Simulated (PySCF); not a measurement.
Computed with PBE0-D3(BJ)/def2-TZVP // PBE0-D3(BJ)/def2-SVP (PySCF). Gas-phase values, no solvent. One relaxed conformer stands for a flexible species; it need not be the lowest. Excitations are Tamm–Dancoff values on a coarser integration grid. The basis has no diffuse functions, so Rydberg states are missing or too high.

Reference species (SMILES): `Bc1cc(C#C)cc2sccc12` (neutral, multiplicity 1).

The brightest of the four lowest singlets (TDA) is 4.87 eV and the S1–T1 gap (TDA) is 0.99 eV.

Changed species: `Bc1ccc(C#C)c2ccsc12`.

### Question
What does the change do to the brightest of the four lowest singlets (TDA) and S1–T1 gap (TDA)?

### Answer
the brightest of the four lowest singlets (TDA) decreases by 0.13 eV, to 4.74 eV; the S1–T1 gap (TDA) goes up by 0.03 eV, to 1.02 eV.
